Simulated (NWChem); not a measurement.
Species: SiHI, singlet; SMILES [SiH]I

All runs: NWChem. Low-valent species are run as closed-shell singlets; no triplet was tried in these runs. Geometry: optimised at PBE0-D3(BJ)/def2-TZVP. def2 effective core potentials on I; no spin-orbit coupling.

For level TPSS/def2-SVP (core potentials):

- highest occupied level (eV): -5.90
- orbital gap (eV): 1.98
- dipole (D): 0.68

**Question.** What are these values for level TPSS/STO-3G (all-electron, non-relativistic)?

**Answer.** The highest occupied level (eV) comes out as -3.00. The orbital gap (eV) is 2.53 and the dipole (D) is 2.08.
